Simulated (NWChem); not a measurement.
Species: C$_{4}$H$_{5}$F; SMILES C=C=C(C)F

All runs: NWChem. Coordinates come from a PBE0/def2-SVP optimisation.

Problem. Taking Hartree-Fock/def2-TZVPP as the yardstick, which of these has the fewest basis functions while keeping “dipole (D)” within 0.05 D of it: Hartree-Fock/def2-SVP; Hartree-Fock/def2-TZVP; Hartree-Fock/def2-SVPD?

Solution. Hartree-Fock/def2-TZVP.
```json
[
 {"level": "Hartree-Fock/def2-SVP", "basis functions": "95", "dipole (D)": "1.97", "relative time (rough)": "1"},
 {"level": "Hartree-Fock/def2-SVPD", "basis functions": "143", "dipole (D)": "1.93", "relative time (rough)": "6"},
 {"level": "Hartree-Fock/def2-TZVP", "basis functions": "185", "dipole (D)": "1.87", "relative time (rough)": "7"},
 {"level": "Hartree-Fock/def2-TZVPP", "basis functions": "225", "dipole (D)": "1.87", "relative time (rough)": "10"}
]
```

The yardstick is one finite set, not the basis-set limit.
